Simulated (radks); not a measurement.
Q: Radial electron density D(r) = 4 pi r^2 rho(r) of an atom or ion with 11 electrons. Method: scalar-relativistic Kohn-Sham, PBE, spin-unpolarised, spherical densities, point nucleus; computed with a radial shooting solver on a logarithmic mesh with Libxc functionals.

r (bohr),D(r) (e/bohr)
0.01054,1.207
0.01237,1.589
0.0144,2.049
0.0169,2.654
0.01968,3.361
0.02309,4.260
0.02688,5.268
0.0313,6.418
0.03673,7.756
0.04275,9.098
0.05017,10.50
0.05841,11.70
0.068,12.66
0.0798,13.24
0.0929,13.28
0.109,12.73
0.1269,11.70
0.1477,10.36
0.1734,8.926
0.2018,7.886
0.2369,7.434
0.2757,7.735
0.3236,8.683
0.3767,9.828
0.4386,10.75
0.5146,11.03
0.5991,10.42
0.7031,8.914
0.8185,6.964
0.9529,4.904
1.118,3.001
1.302,1.659
1.528,0.7699
1.778,0.3192
2.087,0.1050
2.43,0.02865
2.828,0.005933
3.319,0.005309
3.864,0.01195
4.535,0.01403
5.279,0.006666
7.212,0.008360
8.396,0.02193
9.853,0.01383
13.35,0.01600
15.67,0.03633
18.24,0.01137
21.41,0.005157
24.92,0.05601
29.25,0.07613
34.05,0.02868
39.64,0.004109
46.51,0.0001961

What is the nuclear charge?

A: Z = 12. The innermost maximum, from 1s, lies near gamma/Z bohr with gamma = sqrt(1 - (Z/c)^2) = 0.996, here 0.083 bohr (found: 0.0871), and its height grows with Z. The density is that of the magnesium ion Mg+ in [Ne] 7s1; the configuration itself is not fixed sharply by these data, and Z only to about a unit. D(r) has 6 maxima, at r = 0.0871, 0.498, 4.32, 8.67, 15.5, 28.1 bohr, and minima at 0.239, 3.06 bohr, inside which lie 2.20, 10.01 electrons.
